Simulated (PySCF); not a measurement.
BiH2Cl, SMILES [Cl][BiH2]. Coordinates come from a PBE0-D3(BJ)/def2-TZVP optimisation. The def2 effective core potentials stand for the cores of Bi; spin–orbit coupling is left out.

These are PBE0-D3(BJ)/def2-TZVP (PySCF) values and carry that method's errors.

Harmonic wavenumbers (cm⁻¹): 329, 558, 573, 774, 1821, 1828. Rotational constants (GHz): 78.80, 2.724, 2.724; symmetry number 1.

Question: Work out the zero-point energy and the ideal-gas rigid-rotor harmonic-oscillator thermochemistry at 298.15 K and 1 atm.

Answer: ZPE = ½ Σ hcν = ½ × 5885 cm⁻¹ = 8.41 kcal/mol. H − E(el) = 11.31 kcal/mol. Entropy in cal/(mol K): translation 42.41, rotation 23.82, vibration 2.52, total 68.75. G − E(el) = -9.19 kcal/mol. Cp = 12.52 cal/(mol K).
